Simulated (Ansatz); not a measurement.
Start from `CC1=CC(C)=[O+][B-](C)(F)O1` and change one atom or group to get `CC1=CC(C)=[O+][Al-]([OH])([Cl])[O]1`.

Ansatz, PBE0-D4/def2-TZVP geometries, multiplicity 1. Each molecule was computed in one conformer, which needn't be the lowest.

| property | `CC1=CC(C)=[O+][B-](C)(F)O1` |
| --- | --- |
| LUMO energy (ωB97M-V/def2-TZVPP) / eV | 0.09 |
| HOMO energy (B3LYP/def2-TZVPP) / eV | -7.34 |
| LUMO energy (PBE/def2-TZVPP) / eV | -2.88 |
| size of the dipole moment (ωB97M-V/def2-TZVPP) / D | 5.39 |
| HOMO–LUMO gap (PBE/def2-TZVPP) / eV | 3.49 |
| HOMO–LUMO gap (PBE0/def2-TZVPP) / eV | 5.52 |

**Question.** Give the same properties after the change, and the shifts. (Best estimate.)

**Answer.** Ansatz gave: 
| property | `CC1=CC(C)=[O+][Al-]([OH])([Cl])[O]1` | shift |
| --- | --- | --- |
| LUMO energy (ωB97M-V/def2-TZVPP) / eV | -0.18 | -0.27 |
| HOMO energy (B3LYP/def2-TZVPP) / eV | -7.52 | -0.18 |
| LUMO energy (PBE/def2-TZVPP) / eV | -3.11 | -0.23 |
| size of the dipole moment (ωB97M-V/def2-TZVPP) / D | 7.27 | 1.88 |
| HOMO–LUMO gap (PBE/def2-TZVPP) / eV | 3.44 | -0.05 |
| HOMO–LUMO gap (PBE0/def2-TZVPP) / eV | 5.46 | -0.06 |

With PBE0 the HOMO falls by 0.19 eV and the LUMO falls by 0.25 eV, so the gap narrows by about 0.06 eV. PBE moves the HOMO by -0.18 eV and ωB97M-V by -0.17 eV. Dipoles are sizes alone; their direction can turn.

Positive LUMOs are unbound, so they and the gaps depend on the basis.

B3LYP here is the variant with VWN-RPA as its local correlation; programs differ in this.
